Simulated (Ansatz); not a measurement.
The same path of BrH$_{3}$O$_{2}$Zn (7 atoms, charge 0, multiplicity 1) was run twice with different band settings. Lost on the way: Zn1–Br2, H4–O5. Made: Br2–H4.

Computed with RKS BLYP/def2-mTZVP (Ansatz).

Relaxed end points:

```xyz
7
Properties=species:S:1:pos:R:3
Zn -0.012 -1.009 -0.045
Br 0.368 -1.496 -2.271
O -0.513 -1.277 1.690
H 0.388 1.331 -1.284
O 0.318 1.253 -0.308
H -0.101 -0.611 2.276
H -0.448 1.809 -0.057
```

```xyz
7
Properties=species:S:1:pos:R:3
Zn -0.202 -0.113 0.951
Br 0.627 -0.389 -3.275
O -0.643 -1.296 2.223
H 0.461 0.291 -1.945
O 0.234 0.996 -0.422
H -0.071 -1.214 3.013
H -0.406 1.725 -0.545
```

Common settings: movable images 9; spring 5.0 eV/Å²; start path through a guess of the saddle point; force threshold 0.05 eV/Å; iteration limit 60; end points relaxed.

| run | climbing image | optimiser |
| --- | --- | --- |
| 1 | yes | quadratic models (default) |
| 2 | from the first iteration | fire |

(1) What does each run give, and how far can it be trusted?

Results:

(1) Run 1: converged after 13 iterations, highest image 1.225 eV above the first end. A vibrational analysis at the climbing image gives one clearly imaginary mode, 46i cm⁻¹: a first-order saddle point.
Run 2: not converged after 60 iterations, highest image 1.236 eV above the first end. The band didn't meet its force threshold, so its energies are provisional: the largest band force was still 0.07 eV/Å, and over the last iterations the top stayed at 1.24 eV.
The orbitals stay closed-shell, which can raise the energy where a bond breaks towards radicals; this wasn't checked here.
